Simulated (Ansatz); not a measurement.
Reaction (substitution at a C–O bond): `OC[TeH]` + `O[SiH3]` → `[SiH3]OC[TeH]` + H₂O

Isolated molecules relaxed with PBE0-D4/def2-TZVP in Ansatz; ΔE leaves out vibrations. CCSD(T)/CBS adds triple-zeta CCSD(T) − MP2 to the extrapolated MP2 energy (def2 sets, frozen cores). This one scheme is used for every species. DFT in def2-TZVPP. def2 core potentials past Kr. For Te outer-core shells are correlated without core-valence functions, which leaves a few kJ/mol of doubt a bond. Each species was taken in one conformer, which may not be the lowest.

`OC[TeH]`:

Cartesian coordinates in Å:
```
O -1.113 0.972 0.110
C -0.503 -0.238 -0.194
Te 1.105 -0.829 1.151
H -0.450 1.667 0.108
H -0.068 -0.273 -1.196
H -1.257 -1.017 -0.103
H 2.286 -0.282 0.123
```

`O[SiH3]`:

```xyz
6

O     0.488    1.150   -0.286
Si    0.007   -0.362    0.159
H    -0.130    1.689   -0.781
H    -1.195   -0.321    1.036
H     1.148   -0.951    0.897
H    -0.319   -1.205   -1.025
```

`[SiH3]OC[TeH]`:

Z-matrix (Å, degrees):
```
Si
O 1 1.653
H 1 1.480 2 105.5
H 1 1.484 2 111.7 3 -120.1
H 1 1.490 2 109.4 3 119.4
C 2 1.387 1 124.3 3 -165.3
Te 6 2.176 2 115.9 1 -70.2
H 6 1.090 2 108.8 1 172.9
H 6 1.093 2 112.6 1 51.6
H 7 1.658 6 93.4 2 88.0
```

H₂O:

Z-matrix (Å, degrees):
```
O
H 1 0.960
H 1 0.960 2 105.1
```

Task: Is it downhill or uphill in electronic energy at CCSD(T)/CBS, and by how much? (Best estimate.)

Result: Computed: Downhill: ΔE = -3.7 kJ/mol.

Task: What do these levels give: r2SCAN-D4, PBE0-D4, ωB97M-V, SCS-MP2/def2-TZVPP, MP2/def2-QZVPP, HF/CBS(def2)? (An estimate is asked.)

Result: Ansatz gave: r2SCAN-D4 2.8, PBE0-D4 0.6, ωB97M-V 1.0, SCS-MP2/def2-TZVPP -0.6, MP2/def2-QZVPP -4.6, HF/CBS(def2) 8.4 kJ/mol.

Largest T1 diagnostic among the species: 0.012.

In def2-TZVPP, CCSD(T) changes the Hartree–Fock value by −10.5 kJ/mol (the triples alone add −1.6 kJ/mol) and MP2 by −12.2 kJ/mol. The D4 term adds −10.2 kJ/mol with B3LYP and −5.7 kJ/mol with PBE0; it sums over pairs of atoms, weighted by their polarisabilities, and B3LYP, whose exchange is more repulsive, gets the larger term.

B3LYP here is the variant with VWN-RPA as its local correlation; programs differ in this.
